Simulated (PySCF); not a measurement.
# Group charges in `CN(C)[SiH2]O[SiH2]O[SiH3]`

C2H13NO2Si3.
SMILES with atom numbers: `[CH3:1][N:2]([CH3:3])[SiH2:4][O:5][SiH2:6][O:7][SiH3:8]` (hydrogens: H9, H10, H11 on C1; H12, H13, H14 on C3; H15, H16 on Si4; H17, H18 on Si6; H19, H20, H21 on Si8)

Cartesian coordinates in Å at the GFN2-xTB level; atoms count from 1:
```
atom  x, y, z in Å
C1    -0.9953   -1.1087   -0.1950
N2    -1.6982    0.1352    0.0078
C3    -3.1213   -0.0007   -0.1720
Si4   -1.0463    1.4194    0.9413
O5     0.5542    1.4976    0.7106
Si6    2.0210    1.5301    0.0509
O7     2.5883    0.0271   -0.1253
Si8    3.0524   -1.5181   -0.0528
H9     0.0722   -0.9437   -0.0886
H10   -1.3081   -1.8751    0.5251
H11   -1.1962   -1.4869   -1.2021
H12   -3.3365   -0.3927   -1.1703
H13   -3.5598   -0.6855    0.5641
H14   -3.5976    0.9698   -0.0652
H15   -1.6463    2.6498    0.4264
H16   -1.1565    1.2924    2.4010
H17    2.8687    2.2096    1.0199
H18    1.9579    2.0819   -1.2947
H19    4.4927   -1.5143   -0.3030
H20    2.7304   -2.0413    1.2756
H21    2.3156   -2.2291   -1.0994
```

Atomic charges (e) from the PBE0/pcSseg-1 density (PySCF):

```
atom  Mulliken      IAO  Hirshfeld  ESP-fitted
  C1   -0.0944  -0.2913    -0.0696     -0.1302
  N2   -0.7918  -0.5242    -0.1791     -0.2043
  C3   -0.0654  -0.2964    -0.0676     -0.4835
 Si4   +0.9617  +1.1238    +0.4227     +0.6636
  O5   -0.7049  -0.8866    -0.2962     -0.4324
 Si6   +1.0173  +1.2303    +0.4641     +0.6808
  O7   -0.7082  -0.8951    -0.3004     -0.3951
 Si8   +0.7057  +0.8857    +0.3949     +0.5537
  H9   +0.1314  +0.1398    +0.0364     +0.0405
 H10   +0.0955  +0.1173    +0.0312     +0.0759
 H11   +0.1097  +0.1353    +0.0399     +0.0844
 H12   +0.1089  +0.1354    +0.0406     +0.1577
 H13   +0.0980  +0.1186    +0.0326     +0.1545
 H14   +0.1121  +0.1437    +0.0460     +0.1657
 H15   -0.1500  -0.1671    -0.0891     -0.1502
 H16   -0.1519  -0.1846    -0.0968     -0.1520
 H17   -0.1613  -0.1723    -0.0860     -0.1371
 H18   -0.1620  -0.1746    -0.0842     -0.1397
 H19   -0.1088  -0.1412    -0.0794     -0.1191
 H20   -0.1179  -0.1488    -0.0801     -0.1111
 H21   -0.1237  -0.1478    -0.0803     -0.1224
```

Problem. Cut each of the bonds C1–N2, N2–Si4, O5–Si4, Si6–O5, O7–Si6 and Si8–O7 in turn and sum the charges on the side of the atom named first.

Solution. In e; the other side holds the opposite charge:

```tsv
bond cut	piece	atoms	Mulliken	IAO	Hirshfeld	ESP-fitted
C1–N2	CH3	4	+0.242	+0.101	+0.038	+0.071
N2–Si4	C2H6N	9	-0.296	-0.322	-0.090	-0.139
O5–Si4	Si2O2H5	9	-0.364	-0.450	-0.148	-0.222
Si6–O5	Si2OH5	8	+0.341	+0.436	+0.149	+0.210
O7–Si6	SiOH3	5	-0.353	-0.447	-0.145	-0.194
Si8–O7	SiH3	4	+0.355	+0.448	+0.155	+0.201
```

Extremes among these pieces. Mulliken: lowest Si2O2H5 at O5, highest SiH3 at Si8; IAO: lowest Si2O2H5 at O5, highest SiH3 at Si8; Hirshfeld: lowest Si2O2H5 at O5, highest SiH3 at Si8; ESP-fitted: lowest Si2O2H5 at O5, highest Si2OH5 at Si6.

Problem. Do the schemes agree better on the pieces than on the single atoms at the cuts?

Solution. The spread between schemes averages 0.270 e for the pieces and 0.546 e for the atoms named first; it is smaller for the piece at 6 of the 6 cuts. On average they agree better on the pieces.

Geometry: GFN2-xTB, one conformer, isolated molecule.
